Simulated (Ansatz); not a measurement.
Start from `[CH3][Cd][CH](C)C` and change one atom or group to get `CC(C)BS`.

Ansatz, PBE0-D4/def2-TZVP geometries, multiplicity 1. Each molecule was computed in one conformer, which needn't be the lowest.

Elements past krypton have def2 core potentials.

| property | `[CH3][Cd][CH](C)C` |
| --- | --- |
| HOMO–LUMO gap (PBE0/def2-TZVPP) / eV | 6.10 |
| LUMO energy (B3LYP/def2-TZVPP) / eV | -0.42 |
| HOMO–LUMO gap (B3LYP/def2-TZVPP) / eV | 5.64 |
| LUMO energy (PBE/def2-TZVPP) / eV | -0.83 |
| size of the dipole moment (B3LYP/def2-TZVPP) / D | 0.19 |
| size of the dipole moment (ωB97M-V/def2-TZVPP) / D | 0.18 |

**Question.** What does the change do to each property? (Estimate.)

**Answer.** The calculation gave: 
| property | `CC(C)BS` | shift |
| --- | --- | --- |
| HOMO–LUMO gap (PBE0/def2-TZVPP) / eV | 7.33 | 1.23 |
| LUMO energy (B3LYP/def2-TZVPP) / eV | -0.99 | -0.57 |
| HOMO–LUMO gap (B3LYP/def2-TZVPP) / eV | 6.89 | 1.25 |
| LUMO energy (PBE/def2-TZVPP) / eV | -1.76 | -0.93 |
| size of the dipole moment (B3LYP/def2-TZVPP) / D | 1.26 | 1.07 |
| size of the dipole moment (ωB97M-V/def2-TZVPP) / D | 1.27 | 1.09 |

With PBE0 the HOMO falls by 1.89 eV and the LUMO falls by 0.67 eV, so the gap widens by about 1.22 eV. PBE moves the HOMO by -1.75 eV and ωB97M-V by -2.00 eV. Dipoles are sizes alone; their direction can turn.

B3LYP here is the variant with VWN-RPA as its local correlation; programs differ in this.
